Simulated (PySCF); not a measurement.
# Working out the ionisation energy of Er⁺

Er⁺ [Xe] 4f12 6s1 (high-spin determinant) → Er²⁺ [Xe] 4f12 (high-spin determinant). Calculation: PySCF 2.14, in cc-pVDZ-X2C (8s7p5d3f1g, 84 functions); the spin-free X2C one-electron Hamiltonian (Gaussian nucleus). Frozen: [Kr] 4d10. Energies in hartree (1 hartree = 27.21139 eV):

```csv
part,Er⁺ (lower),Er²⁺ (upper)
UHF,-13080.936317,-13080.530692
CCSD correlation,-0.754024,-0.731257
(T),-0.028476,-0.025278
```

Task: What does Hartree-Fock give?

Result: (-13080.530692) − (-13080.936317) = 0.405625 hartree = 11.038 eV.

Task: What do CCSD and CCSD(T) give?

Result: The CCSD correlation energies differ by 0.022767 hartree = 0.620 eV and the triples by 0.003198 hartree = 0.087 eV, so CCSD gives 11.658 eV and CCSD(T) 11.745 eV.

A first-order spin-orbit estimate adds -0.001 eV to CCSD(T) (valence), giving 11.744 eV against 11.916 ± 0.02 eV (semi-empirical (NIST evaluation); NIST Atomic Spectra Database, ionization energies).

One determinant mixes LS terms, so it does not stand for a single term.

A double-zeta basis recovers only part of the correlation energy.

What remains against the reference includes basis incompleteness, the frozen core and higher excitations.
